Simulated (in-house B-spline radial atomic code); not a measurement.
Configurations of the selenium ion Se⁵⁺, with energies counted from [Ar] 3d10 4s1. Level of theory: scalar-relativistic (X2C) r2SCAN0, spin-polarised, spherical fractional occupations, exact exchange averaged over the configuration, Fermi nucleus of rms radius 4.14 fm; calculated with a radial B-spline atomic code at the basis-set limit. Shells without spins written out take the highest spin.

Occupations are held fixed; configurations that lie above the ionisation limit could autoionise.

```tsv
configuration	E - E(ref) (eV)	highest orbital	its <r> (bohr)
[Ar] 3d10 5s1	41.203	5s up	3.036
[Ar] 3d10 4f1	51.194	4f up	2.891
[Ar] 3d10 5d1	55.074	5d up	4.064
[Ar] 3d9 4s1 4p1	64.086	4p up	1.642
[Ar] 3d9 4s1 5p1	100.3	5p up	3.27
[Ar] 3d9 4s1 4f1	104.85	4f up	2.744
```

(1) Order these further configurations by energy, lowest first.
A. [Ne] 3s2 3p5 3d10 4s1 4p1
B. [Ar] 3d9 4s1 5d1
C. [Ne] 3s2 3p5 3d10 4s2
D. [Ne] 3s2 3p5 3d10 4s1 5s1
E. [Ar] 3d9 4s1 5f1

(2) How far above the reference does [Ne] 3s2 3p5 3d10 4s1 4d1 lie?

Results:

(1) B (108.75 eV), E (116.23 eV), C (157.14 eV), A (169.4 eV), D (200.07 eV).

(2) 192.77 eV; its least bound orbital is 4d up with <r> = 2.04 bohr.
